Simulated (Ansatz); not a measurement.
`Cl[SiH]S[SiH](Cl)Cl`, charge 0, multiplicity 2.

Question: Give a relaxed structure at PBE0-D4/def2-TZVP (Ansatz). (An estimate is asked.)

Answer: The calculation gave: 
Cartesian coordinates in Å:
```
Cl 2.181 -1.585 -2.403
Si 0.720 -0.371 -1.629
S -0.215 -1.459 -0.032
Si -0.921 0.185 1.093
Cl -1.767 1.598 -0.120
Cl 0.573 1.083 2.149
H 1.363 0.863 -1.097
H -1.934 -0.314 2.038
```
